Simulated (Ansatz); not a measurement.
`[SiH3]/C=C/Cl`, 9 atoms. The species carries charge 0 and has multiplicity 1. All runs use 2 threads of an Arm Neoverse V2 on a shared host. Correlated methods freeze the cores.

(1) How many basis functions does each run have, and how long does it take in Ansatz? RKS PBE0-D4/def2-SVP energy; RKS ωB97M-V/def2-SVP energy; RKS PBE0-D4/def2-TZVP relaxation (7 steps); RKS PBE0-D4/def2-TZVP frequencies; RHF-CCSD(T)/def2-TZVPP energy; RKS HSE06 (plane-wave form)-D4/def2-TZVPP energy; RKS ωB97M-V/def2-QZVPP energy; direct RPA on PBE orbitals/def2-TZVPP energy; RHF-CCSD(T)/def2-SVP energy; RKS r2SCAN0-D4/def2-TZVPP energy; RHF-MP2/def2-QZVPP energy; RKS B2PLYP (frozen core)/def2-TZVPP energy. (Estimate.)

Answers

(1) Computed: Other jobs shared the machine, so times are rough.

```csv
level,job,functions,wall time,peak host memory (GiB)
RKS PBE0-D4/def2-SVP,energy,89,1.4 s,0.16
RHF-CCSD(T)/def2-SVP,energy,89,2.8 s,0.28
RKS HSE06 (plane-wave form)-D4/def2-TZVPP,energy,216,4.1 s,0.49
RKS ωB97M-V/def2-SVP,energy,89,6 s,0.24
direct RPA on PBE orbitals/def2-TZVPP,energy,216,6 s,0.41
RKS r2SCAN0-D4/def2-TZVPP,energy,216,6.5 s,0.48
RKS B2PLYP (frozen core)/def2-TZVPP,energy,216,6.5 s,0.47
RHF-MP2/def2-QZVPP,energy,404,23 s,1.9
RKS ωB97M-V/def2-QZVPP,energy,404,26 s,1.4
RKS PBE0-D4/def2-TZVP,relaxation (7 steps),166,31 s,0.37
RHF-CCSD(T)/def2-TZVPP,energy,216,88 s,3
RKS PBE0-D4/def2-TZVP,frequencies,166,2.5 min,0.37
```
